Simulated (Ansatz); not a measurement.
La(N(SiH3)2)3 (LaSi6N3H18). The state is a singlet with charge 0. Geometry PBE-D4/def2-SVP, basis def2-TZVP, Ansatz.

```tsv
run	HOMO (eV)	LUMO (eV)
A	-8.33	-0.73
B	-6.29	-2.09
C	-6.01	-2.31
D	-7.22	-1.56
E	-5.97	-2.14
```

In the def2 sets La takes a core potential; there is no spin–orbit coupling.

Q: The runs used BHLYP, PBE, PBE0, r2SCAN, revPBE. Estimate which is which.

A: A BHLYP (50 % exact exchange); B r2SCAN (0 % exact exchange); C PBE (0 % exact exchange); D PBE0 (25 % exact exchange); E revPBE (0 % exact exchange). Exact exchange lowers occupied and raises empty levels; among semilocal functionals meta-GGAs tend to open the gap a little, and such runs are hard to tell apart. The gap grows from 3.70 eV (PBE) to 7.60 eV (BHLYP).
